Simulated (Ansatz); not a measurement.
Z-matrix (Å, degrees):
```
C
N 1 1.448
H 1 1.095 2 111.5
H 1 1.096 2 110.8 3 -119.9
H 1 1.088 2 109.7 3 120.0
C 2 1.467 1 112.8 3 57.7
B 2 1.386 1 121.7 3 -119.8
C 6 1.523 2 110.9 1 -82.9
C 6 1.516 2 113.2 1 151.5
H 6 1.098 2 105.9 1 34.1
H 7 1.195 2 120.7 1 179.1
H 7 1.198 2 118.4 1 -0.8
H 8 1.092 6 111.8 2 53.7
H 8 1.093 6 110.7 2 174.0
H 8 1.093 6 109.9 2 -66.4
H 9 1.092 6 109.3 2 -171.4
H 9 1.092 6 111.2 2 -51.7
H 9 1.091 6 111.6 2 69.2
```

The species carries charge 0 and has multiplicity 1.

**Question.** List the ωB97M-V/def2-TZVPP orbital energies in eV (the Gaussian-basis code of Ansatz). (An estimate is asked.)

**Answer.** Ansatz gave: Occupied: -394.85, -282.48, -282.05, -281.20, -281.10, -186.87, -28.50, -24.54, -22.14, -21.47, -19.55, -16.52, -16.27, -15.32, -14.94, -14.06, -13.67, -13.33, -13.31, -12.37, -12.24, -11.72, -11.00, -9.65. Lowest empty: 1.95, 2.42, 3.27, 3.49, 3.72, 4.04, 4.29, 4.44.
